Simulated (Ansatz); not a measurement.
`C#Cc1ccc(C#Cc2ccc(C#Cc3ccc(C#Cc4ccc(C#Cc5ccc(C#Cc6ccc(C#Cc7ccccc7)cc6)cc5)cc4)cc3)cc2)cc1`. Charge 0, multiplicity 3. Geometry PBE-D4/def2-SVP, that of the neutral singlet.

```xyz
86

C    -9.957   19.899   -9.628
C    -9.440   18.900   -9.139
C    -8.839   17.737   -8.570
C    -7.455   17.475   -8.749
C    -6.868   16.340   -8.193
C    -7.640   15.418   -7.435
C    -7.043   14.261   -6.869
C    -6.525   13.255   -6.377
C    -5.931   12.097   -5.810
C    -6.695   11.207   -5.007
C    -6.113   10.071   -4.450
C    -4.741    9.772   -4.672
C    -4.149    8.613   -4.106
C    -3.638    7.604   -3.613
C    -3.054    6.442   -3.046
C    -1.707    6.087   -3.335
C    -1.137    4.944   -2.781
C    -1.884    4.104   -1.911
C    -1.304    2.939   -1.347
C    -0.803    1.924   -0.856
C    -0.230    0.754   -0.292
C    -0.944   -0.015    0.668
C    -0.384   -1.163    1.221
C     0.915   -1.598    0.838
C     1.483   -2.772    1.398
C     1.973   -3.794    1.885
C     2.535   -4.971    2.444
C     3.791   -5.464    1.995
C     4.339   -6.622    2.541
C     3.659   -7.339    3.562
C     4.216   -8.520    4.117
C     4.699   -9.548    4.599
C     5.254  -10.732    5.151
C     6.487  -11.252    4.673
C     7.030  -12.414    5.215
C     6.366  -13.110    6.260
C     6.919  -14.296    6.812
C     7.400  -15.326    7.291
C     7.954  -16.514    7.843
C     9.171  -17.046    7.342
C     9.710  -18.216    7.888
C     9.054  -18.878    8.938
C     7.847  -18.362    9.442
C     7.298  -17.194    8.904
C     5.134  -12.589    6.741
C     4.590  -11.427    6.199
C     2.403   -6.845    4.012
C     1.854   -5.689    3.465
C     1.628   -0.829   -0.122
C     1.069    0.321   -0.673
C    -3.230    4.461   -1.621
C    -3.802    5.602   -2.177
C    -3.977   10.663   -5.476
C    -4.559   11.799   -6.031
C    -9.026   15.683   -7.258
C    -9.612   16.818   -7.814
H   -10.412   20.779  -10.060
H    -6.848   18.182   -9.333
H    -5.795   16.146   -8.337
H    -7.758   11.427   -4.828
H    -6.714    9.390   -3.830
H    -1.119    6.729   -4.006
H    -0.095    4.679   -3.013
H    -1.949    0.311    0.971
H    -0.945   -1.750    1.963
H     4.326   -4.918    1.205
H     5.310   -6.994    2.184
H     7.011  -10.722    3.864
H     7.984  -12.807    4.835
H     9.682  -16.525    6.520
H    10.655  -18.616    7.489
H     9.482  -19.798    9.364
H     7.329  -18.878   10.265
H     6.355  -16.787    9.296
H     4.611  -13.119    7.550
H     3.636  -11.034    6.578
H     1.868   -7.392    4.801
H     0.882   -5.317    3.820
H     2.633   -1.155   -0.426
H     1.631    0.908   -1.414
H    -3.818    3.819   -0.949
H    -4.844    5.866   -1.947
H    -2.915   10.442   -5.655
H    -3.958   12.481   -6.651
H    -9.634   14.976   -6.673
H   -10.685   17.013   -7.671
```

Single mean-field runs in def2-SVP are fitted with def2-universal-jkfit. At PBE0-D4/def2-SVP a singlet of charge 0 lies 2.22 eV below the triplet at the same geometry.

(1) Estimate the α-spin orbital energies around the gap (eV) in Ansatz with PBE-D4/def2-SVP, PBE0-D4/def2-SVP.

Results:

(1) 
```tsv
orbital	PBE-D4/def2-SVP	PBE0-D4/def2-SVP
HOMO−5	-6.30	-7.37
HOMO−4	-5.93	-6.91
HOMO−3	-5.58	-6.54
HOMO−2	-5.25	-6.03
HOMO−1	-5.05	-5.86
HOMO	-3.25	-3.60
LUMO	-2.95	-2.47
LUMO+1	-2.58	-2.08
LUMO+2	-2.16	-1.56
LUMO+3	-1.72	-1.06
LUMO+4	-1.44	-0.57
LUMO+5	-1.44	-0.55
β HOMO	-5.13	-5.84
β LUMO	-4.87	-4.75
```
